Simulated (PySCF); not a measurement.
C2H3O2, doublet, at a GFN2-xTB geometry. Base run: R2SCAN/STO-3G run with PySCF.

Here is a job for PySCF.
```python
from pyscf import gto, scf, dft

mol = gto.Mole()
mol.atom = '''
    C    -0.93387820   -0.06541199    0.01318371
    O    -0.95258739   -1.26170140    0.00490787
    O    -0.02803634    0.83430160    0.00637219
    C     1.38446796    0.45047108   -0.01701847
    H     1.94352282    1.38117052   -0.01853930
    H     1.61200272   -0.14253780    0.86761719
    H     1.58592576   -0.12978890   -0.91630983
'''
mol.basis = 'sto-3g'
mol.spin = 1
mol.verbose = 3
mol.build()

mf = dft.UKS(mol)
mf.xc = 'r2scan'
mf.kernel()
```

The base run was repeated with changes; each row names its change, and settings that it needs were set with it.

| change | ΔE vs base (mEh) | fitting functions | dipole (D) |
|---|---|---|---|
| base | 0.000 | - | 2.31 |
| auxbasis = def2-svp-ri | -19.048 | 234 | 2.31 |
| auxbasis = even-tempered beta=1.6 | -2.885 | 301 | 2.32 |
| auxbasis = even-tempered beta=3.0 | -7.262 | 141 | 2.32 |
| auxbasis = def2-tzvp-ri | -1.175 | 349 | 2.31 |
| auxbasis = cc-pvqz-jkfit | -0.192 | 577 | 2.31 |
| auxbasis = cc-pvdz-jkfit | -0.292 | 349 | 2.31 |
| auxbasis = autoaux | -3.090 | 285 | 2.32 |
| auxbasis = cc-pvtz-jkfit | -0.242 | 406 | 2.31 |
| auxbasis = def2-universal-jfit | -2.147 | 229 | 2.31 |

A fitting set is made for a task (jfit for Coulomb, jkfit for Coulomb and exchange, ri for correlation) and for a family of orbital bases.

Open shells are given as the SCF converged; they aren't shown to be the lowest states, and a large step between rows can be another state.
